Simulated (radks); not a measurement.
The mean radii <r> (bohr) of the occupied orbitals of an atom or ion are listed with their occupations. Method: scalar-relativistic Kohn-Sham, BLYP, spin-polarised, spherical densities, finite nucleus; Fermi nuclear charge, rms radius of each element as measured or else 0.836 A^(1/3) + 0.57 fm; computed with a radial shooting solver on a logarithmic mesh with Libxc functionals.

| orbital | occ. | <r> |
|---|---|---|
| 1s up | 1 | 0.02232 |
| 1s down | 1 | 0.02232 |
| 2s up | 1 | 0.09512 |
| 2s down | 1 | 0.09511 |
| 2p up | 3 | 0.08388 |
| 2p down | 3 | 0.08388 |
| 3s up | 1 | 0.2497 |
| 3s down | 1 | 0.2495 |
| 3p up | 3 | 0.2482 |
| 3p down | 3 | 0.2479 |
| 3d up | 5 | 0.2261 |
| 3d down | 5 | 0.2258 |
| 4s up | 1 | 0.5663 |
| 4s down | 1 | 0.5662 |
| 4p up | 3 | 0.5997 |
| 4p down | 3 | 0.5998 |
| 4d up | 5 | 0.6545 |
| 4d down | 5 | 0.6556 |
| 5s up | 1 | 1.371 |
| 5s down | 1 | 1.394 |
| 5p up | 3 | 1.607 |
| 5p down | 3 | 1.647 |
| 4f up | 7 | 0.9390 |

Name the element and its charge. Open shells, if any, are filled with parallel spins first.

Answer. Z = 63, europium, charge +2: Eu2+ in [Xe] 4f7. The 1s radius gives Z: for a bare nucleus <r> = (2 gamma + 1)/(2Z) with gamma = sqrt(1 - (Z/c)^2), 0.02203 bohr for Z = 63, and screening makes it slightly larger (0.02232 here). The occupations add up to 61, and the charge is Z minus that.
